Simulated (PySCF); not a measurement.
## State search for AlAs⁻

Unrestricted PBE0; basis Al def2-TZVPPD, As def2-TZVPPD; no relativity; PySCF 2.14. Outer shells of the fragments: Al 3s2 3p1; As− 3d10 4s2 4p4.

Followed along the bond (rough minima from three points):

```tsv
2Ms+1	unpaired	⟨S²⟩ at the start	R at minimum (Å)	Te (eV)
2	σ ↑	0.77	2.22	0.00
2	π ↑	0.76	2.35	0.02
```

Solutions found at the starting distance of 2.470 Å, counted from the lowest of them; the search is not exhaustive and high or unbound solutions are not listed, so other states can lie among these:

| 2Ms+1 | unpaired | term | E (eV) | ⟨S²⟩ | ⟨Lz²⟩ | μ (D) |
| --- | --- | --- | --- | --- | --- | --- |
| 2 | π ↑ | ²Π | 0.00 | 0.76 | 1.02 | 2.02 |
| 2 | σ ↑ | ²Σ⁺ | 0.22 | 0.77 | 0.00 | 0.42 |

A term symbol is given only where ⟨S²⟩ and ⟨Lz²⟩ are close to those of a pure state; real π, δ and φ orbitals otherwise mix terms. A positive dipole points towards As; it is taken about the centre of mass and depends on that origin.

Compare the gap between the two lowest followed solutions at the starting distance with the gap between their minima.

At PBE0 the second solution (doublet, unpaired electrons π ↑) lies -0.22 eV from the first (doublet, unpaired electrons σ ↑) at 2.470 Å and +0.02 eV at the minima; the two curves relax by different amounts, since their minima lie near 2.35 and 2.22 Å. A gap this small is a tie at this level.

Spin–orbit coupling is left out.
